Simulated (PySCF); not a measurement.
NMR data simulated for an unnamed compound:

$^{1}$H NMR (400 MHz, computed): δ 7.69 (m, 1H), 4.47 (m, 2H), 4.31 (s, 3H), 0.32 (t, 3H).

$^{13}$C{$^{1}$H} NMR (computed): δ 166.8 (CH), 155.4 (C), 134.3 (C), -5.2 (CH3).

In vacuum, non-relativistic, a single conformation, one averaged value for each set of equivalent atoms. Shieldings: GIAO PBE0/pcSseg-1; geometry: GFN2-xTB; PySCF 2.14.0 with density-fitted response routines.

Referencing at the same level of theory: $^{1}$H, $^{13}$C vs TMS.

Which of these does the molecule contain: a non-aromatic C=C double bond, a carboxylic acid, a CF3 group, a Si–H bond, a methoxy group, a C≡C triple bond?

## Answers


- A non-aromatic C=C double bond: yes.
- A carboxylic acid: no.
- A CF3 group: yes (δC 134.3).
- A Si–H bond: yes (δH 4.47 (m)).
- A methoxy group: no.
- A C≡C triple bond: no.

The data belong to `C(/C(=C\[SiH2]C)[SiH3])(F)(F)F`, C4H9F3Si2; they needn't prove each group on their own.

Carbon signals by region: 1 in the far downfield region (above 160 ppm), 2 in the sp2 and nitrile region (100–160 ppm), 1 below 50 ppm. Above 160 ppm: 166.8, alkene CH.

Splittings by $^{19}$F in the carbon and heteronuclear signals aren't shown, as no couplings were computed. Shifts are as computed. Against solution values, carbons near 30 ppm lie about +3 ppm off and those near 130 ppm about +5 ppm. Of 1211 compounds with measured shifts, 218 miss one by over three times the rms of a fit or turn the order of signals round; such compounds aren't used in these exercises. No couplings were computed; multiplicities are counted from neighbouring protons, with m where these are inequivalent, close in shift, in a saturated or five-membered ring or joined by F or P, and br s for small geminal =CH2 splittings.
